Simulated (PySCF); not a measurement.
anisole (C₇H₈O), SMILES COc1ccccc1. Geometry: PBE-D3(BJ)/def2-SVP. One conformer was computed; it need not be the lowest.

Computed equilibrium geometry at PBE-D3(BJ)/def2-SVP (PySCF confirms it by a frequency run) as a Z-matrix, and its point group (one conformer of several):
point group Cs.
```
C
O 1 1.3630
C 1 1.4103 2 124.47
H 3 1.0982 1 120.97 2 0.00
C 3 1.4059 4 119.50 1 180.00
C 5 1.4010 3 121.00 4 180.00
H 6 1.0998 5 120.43 3 180.00
H 5 1.1010 6 120.02 7 0.00
C 6 1.4073 7 120.43 5 180.00
C 9 1.3976 6 120.60 7 180.00
H 10 1.0997 9 121.71 6 180.00
H 9 1.1009 10 119.34 11 0.00
C 2 1.4134 1 118.35 3 0.00
H 13 1.1060 2 106.51 1 180.00
H 13 1.1137 14 108.87 2 120.95
H 13 1.1137 14 108.87 15 118.10
```
Charge 0, spin multiplicity 1.
